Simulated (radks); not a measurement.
Results of a calculation; reference values are marked as such.
Question: The ruthenium ion Ru3+, [Kr] 4d5. Level of theory: non-relativistic Kohn-Sham, r2SCAN, spin-polarised, spherical densities, point nucleus; meta-GGA in the generalised Kohn-Sham scheme (a radial shooting solver on a logarithmic mesh with Libxc functionals). Every spin shell is full or empty, so the densities are truly spherical. Functionals are evaluated on that one density, not self-consistently. Rank these orbital-free kinetic functionals by their error against the exact value of the orbitals, and give that value: Thomas-Fermi, von Weizsacker, TF + vW, TF + vW/5, LC94, APBEK, revAPBEK, Perdew 92, Thakkar, PG1.

Answer: Exact: 4439.89 hartree. From best to worst, with 100 (|E| - |E exact|)/|E exact| (equal figures are ties): LC94 +0.10, APBEK +0.16, revAPBEK +0.35, Thakkar -0.50, Perdew 92 -0.65, TF + vW/5 +3.20, Thomas-Fermi -5.48, PG1 +15.95, TF + vW +37.94, von Weizsacker -56.57.
